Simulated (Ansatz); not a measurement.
Geometry optimisation, Ansatz, RKS r2SCAN-D4/def2-SVP.

input.yaml

```yaml
crystal:
  periodic: [false, false, false]
  atoms:
    - { symbol: C, position_ang: [-1.2585, -1.6207, -0.7633] }
    - { symbol: S, position_ang: [-0.2722, -0.546, -1.8542] }
    - { symbol: Al, position_ang: [0.613, 0.6502, -0.1594] }
    - { symbol: "N", position_ang: [2.3148, 0.0401, 0.6998] }
    - { symbol: C, position_ang: [-0.2322, 2.2803, 0.4716] }
    - { symbol: O, position_ang: [-1.2632, 2.687, -0.0425] }
    - { symbol: H, position_ang: [-1.8595, -2.2812, -1.3989] }
    - { symbol: H, position_ang: [-0.6337, -2.1406, -0.0811] }
    - { symbol: H, position_ang: [-2.0131, -0.9241, -0.1625] }
    - { symbol: H, position_ang: [2.9862, 0.01171, -0.07663] }
    - { symbol: H, position_ang: [2.59646, 0.92276, 1.27907] }
    - { symbol: H, position_ang: [0.214, 2.8575, 1.3283] }
basis:
  gaussian: { orbitals: def2-SVP }
hamiltonian:
  xc: r2scan
  dispersion: d4
relax:
  f_tol: 0.015
  max_steps: 40
```

Command:

```bash
$ ansatz run input.yaml --threads 2 --pin off --max-ram 3072MiB --backend cpu --events-out ev --progress --plain --runs-dir out
```

Task: Where does it end, and by what steps?

Result: It converged. After 32 steps the energy has fallen by 1.288 eV; S2 moved furthest, 1.55 Å.

| step | energy less start (eV) | largest force component (eV/Å) | accepted |
| --- | --- | --- | --- |
| 0 | 0.0000 | 3.114 | yes |
| 2 | -0.5289 | 3.914 | yes |
| 4 | -1.0415 | 0.578 | yes |
| 6 | -1.1178 | 0.376 | yes |
| 8 | -1.1905 | 0.555 | yes |
| 10 | -1.2265 | 0.372 | yes |
| 12 | -1.2692 | 0.069 | yes |
| 14 | -1.2796 | 0.114 | yes |
| 16 | -1.2820 | 0.190 | yes |
| 18 | -1.2841 | 0.143 | yes |
| 20 | -1.2851 | 0.338 | yes |
| 22 | -1.2865 | 0.026 | yes |
| 24 | -1.2873 | 0.107 | yes |
| 26 | -1.2877 | 0.045 | yes |
| 28 | -1.2881 | 0.040 | yes |
| 30 | -1.2881 | 0.038 | no |
| 32 | -1.2883 | 0.009 | yes |

```xyz
12
Properties=species:S:1:pos:R:3
C -1.541 -1.362 -0.819
S 0.297 -1.543 -0.819
Al 0.937 0.344 0.058
N 2.659 0.683 0.306
C -0.367 1.792 0.625
O -1.577 1.703 0.515
H -1.894 -1.469 -1.854
H -1.966 -2.170 -0.208
H -1.863 -0.391 -0.420
H 3.427 0.059 0.075
H 3.032 1.539 0.705
H 0.048 2.753 1.073
```

Time of the run: 100 s on 2 threads of Intel(R) Xeon(R) 6975P-C (Granite Rapids), with other jobs on the host, peak memory 0.23 GiB.
